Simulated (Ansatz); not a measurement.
C4H10O2Zn2, SMILES [CH3][Zn][O]CC[O][Zn][CH3]. Atoms are numbered in the order given.

```xyz
18

C     -2.6397    -0.2382    -2.3704
Zn    -1.5910    -0.0065    -0.7657
O     -0.5438     0.1319     0.7075
C     -0.7134     0.9632     1.8584
C      0.4834     0.7158     2.7854
O      1.6841     0.7952     2.0991
Zn     1.5711     0.0687     0.4060
C      1.9975    -0.5910    -1.3907
H     -3.5647    -0.7946    -2.1550
H     -2.9096     0.7378    -2.8019
H     -2.0576    -0.8005    -3.1169
H     -1.6663     0.7353     2.3719
H     -0.7281     2.0288     1.5547
H      0.4348     1.4661     3.6045
H      0.3321    -0.2797     3.2694
H      3.0307    -0.3503    -1.6869
H      1.3301    -0.1476    -2.1514
H      1.8832    -1.6865    -1.4507
```

Geometry: B3LYP-D3(BJ)/def2-SVP. The values are those of a single conformer.

Two levels are set side by side: PBE-D3(BJ)/def2-SVP (Ansatz, a first-principles code) and B3LYP-D3(BJ)/def2-SVP (Ansatz). Each level has its own optimised geometry; the coordinates shown are those of the second. Differences are taken from unrounded values.

```json
[
 {"quantity": "mean bond length (Å)", "B3LYP-D3(BJ)": "1.394"},
 {"quantity": "bond C1–Zn2 (Å)", "B3LYP-D3(BJ)": "1.931"},
 {"quantity": "bond Zn2–O3 (Å)", "B3LYP-D3(BJ)": "1.813"},
 {"quantity": "bond O3–C4 (Å)", "B3LYP-D3(BJ)": "1.430"},
 {"quantity": "bond O3–Zn7 (Å)", "B3LYP-D3(BJ)": "2.137"},
 {"quantity": "bond C4–C5 (Å)", "B3LYP-D3(BJ)": "1.534"},
 {"quantity": "bond C5–O6 (Å)", "B3LYP-D3(BJ)": "1.385"},
 {"quantity": "bond O6–Zn7 (Å)", "B3LYP-D3(BJ)": "1.846"},
 {"quantity": "bond Zn7–C8 (Å)", "B3LYP-D3(BJ)": "1.961"},
 {"quantity": "bond C1–H9 (Å)", "B3LYP-D3(BJ)": "1.101"},
 {"quantity": "bond C1–H10 (Å)", "B3LYP-D3(BJ)": "1.101"},
 {"quantity": "bond C1–H11 (Å)", "B3LYP-D3(BJ)": "1.101"},
 {"quantity": "bond C4–H12 (Å)", "B3LYP-D3(BJ)": "1.106"},
 {"quantity": "bond C4–H13 (Å)", "B3LYP-D3(BJ)": "1.108"},
 {"quantity": "bond C5–H14 (Å)", "B3LYP-D3(BJ)": "1.112"},
 {"quantity": "bond C5–H15 (Å)", "B3LYP-D3(BJ)": "1.117"},
 {"quantity": "bond C8–H16 (Å)", "B3LYP-D3(BJ)": "1.101"}
]
```

**Question.** What does PBE-D3(BJ) give, and how far is it from B3LYP-D3(BJ)? (The exact figures need the calculation; the answer reports its results.)

**Answer.** 
```
quantity              PBE-D3(BJ)  PBE-D3(BJ) minus B3LYP-D3(BJ)
--------------------  ----------  -----------------------------
mean bond length (Å)       1.401                          0.007
bond C1–Zn2 (Å)            1.923                         -0.008
bond Zn2–O3 (Å)            1.828                          0.015
bond O3–C4 (Å)             1.435                          0.005
bond O3–Zn7 (Å)            2.157                          0.020
bond C4–C5 (Å)             1.536                          0.002
bond C5–O6 (Å)             1.394                          0.009
bond O6–Zn7 (Å)            1.847                          0.001
bond Zn7–C8 (Å)            1.957                         -0.004
bond C1–H9 (Å)             1.108                          0.007
bond C1–H10 (Å)            1.108                          0.008
bond C1–H11 (Å)            1.108                          0.007
bond C4–H12 (Å)            1.114                          0.008
bond C4–H13 (Å)            1.117                          0.009
bond C5–H14 (Å)            1.120                          0.008
bond C5–H15 (Å)            1.126                          0.008
bond C8–H16 (Å)            1.109                          0.008
```

GGA bonds tend to be longer and softer than those of functionals with exact exchange. Differences between two approximate levels are no errors against the true value.
